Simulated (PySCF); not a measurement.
# MSi for M along the 4d metals

PBE with triple-zeta basis sets in PySCF, for the lowest determinant that a PBE0 search found; no spin–orbit coupling. De refers to high-spin ground-configuration atoms. A positive dipole means M(−)Si(+).

```csv
M,basis,state (unpaired electrons),Re (Å),ωe (cm⁻¹),De (eV),μ (D)
Y,def2-TZVPP,"quartet (σ ↑, π ↑↑)",2.673,308,2.79,-3.31
Zr,x2c-TZVPPall,"quintet (σ ↑, π ↑↑, δ ↑)",2.543,350,n/a,-3.14
Nb,def2-TZVPP,"sextet (σ ↑, π ↑↑, δ ↑↑)",2.462,370,3.15,-2.36
Rh,def2-TZVPP,doublet (σ ↑),2.052,531,4.68,-0.30
Pd,def2-TZVPP,singlet (closed shell),2.102,479,3.83,0.37
Ag,x2c-TZVPPall,doublet (π ↑),2.365,298,2.12,-0.82
Cd,x2c-TZVPPall,triplet (π ↑↑),2.553,233,0.93,-2.31
```

The shortest bond is that of SiRh (2.052 Å), the longest that of YSi (2.673 Å).

The rows differ in basis set, which adds steps of its own.

The state changes along the series, so neighbouring rows are not always alike in their bonding.

De is left out where the level can put another filling of the metal’s s and d shells below the measured ground configuration, by anything from nothing to about 1 eV. The metal atom is held in its measured ground configuration; semilocal functionals can put another filling of s and d lower by some tenths of an eV, and De to that atom would be smaller. Spin–orbit coupling is left out. States were picked by a PBE0 search and need not be the measured ground states.
